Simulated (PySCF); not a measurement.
# Exercise with solution: oscillator strength and radiative lifetime

pent-4-yn-2-one (C₅H₆O), SMILES C#CCC(C)=O.

Coordinates come from a r2SCAN-D4/def2-SVP optimisation. One conformer was computed; it need not be the lowest.

PySCF 2.14.0 with TDA-PBE/def2-SVPD puts the first singlet state with f over 0.02 at 5.74 eV (vertical), with the transition dipole (-0.461, -0.286, -0.261) in atomic units.

**Question.** Find the oscillator strength, the wavelength and the radiative lifetime that this transition would have in vacuum if emission retraced absorption.

**Answer.** 
|μ|² = 0.3624 au, so |μ| = 1.53 D. ΔE = 5.74/27.211 = 0.2109 hartree. f = (2/3) ΔE |μ|² = 0.051 (the program prints 0.051).
λ = 1239.84/5.74 = 216 nm; ν = 46296 cm⁻¹.
Einstein's coefficient A = 0.6670 ν² f s⁻¹ (ν in cm⁻¹) = 7.3e7 s⁻¹, so τ = 1/A = 14 ns. This state is S5; the lower singlets have f = 0.000, 0.006, 0.000, 0.010. The figure is the radiative limit of this one transition; relaxation, internal conversion, crossing to triplets and a medium change what is measured.
